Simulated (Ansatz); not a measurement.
```yaml
crystal:
  periodic: [false, false, false]
  atoms:
    - {symbol: C, position_ang: [-0.414223, 1.540617, -0.211979]}
    - {symbol: N, position_ang: [-0.308719, 0.413415, 0.691698]}
    - {symbol: Si, position_ang: [0.758302, -0.894086, 0.436382]}
    - {symbol: Se, position_ang: [0.511136, -2.078372, -1.514405]}
    - {symbol: H, position_ang: [-1.085092, 1.356670, -1.059599]}
    - {symbol: H, position_ang: [-0.762179, 2.430581, 0.318916]}
    - {symbol: H, position_ang: [0.572192, 1.772987, -0.621130]}
    - {symbol: H, position_ang: [-1.155577, 0.225392, 1.205029]}
    - {symbol: H, position_ang: [0.592438, -1.802445, 1.596020]}
    - {symbol: H, position_ang: [2.144729, -0.384556, 0.295154]}
    - {symbol: H, position_ang: [-0.787509, -2.637302, -1.115486]}
basis:
  gaussian: {orbitals: cc-pVTZ-DK}
magnetization: {spin_polarized: true, initial_magnetization: 0}
hamiltonian: {xc: {name: HSE06}}
```

```sh
$ ansatz run in.yaml --threads 4 --pin off --events-out ev --progress --plain --max-ram 10444MiB
```

Shortened log:

```
Functional definition: HSE06
1477 factors; their error is unknown
120 factors; integrals over basis functions are off by at most 6.5e-7 eV
mean field evaluation 1: about -76637.9921 eV, gradient 4.1e1 eV
mean field evaluation 2: about -76622.3515 eV, gradient 6.8e1 eV
mean field evaluation 4: about -76644.9841 eV, gradient 4.2e0 eV
mean field evaluation 8: about -76645.0500 eV, gradient 4.3e-2 eV
mean field evaluation 16: about -76645.3984 eV, gradient 4.5e-5 eV
mean field -76645.39837260 eV, -2816.6664380760 hartree, gradient 4.5e-5 eV, S^2 0.000000; 0 other end points of the search recorded, 0 dependent functions left out
reference -76645.39841489 eV, -2816.6664396303 hartree; 34, 34 occupied and 201, 201 virtual orbitals, 1477 factors
Total energy: -76645.39841489 eV, -2816.6664396303 hartree
Relativity: scalar
```

Hardware: 4 threads of an Intel Xeon on a shared host. Wall time 5.5 s, peak host memory 0.97 GiB.
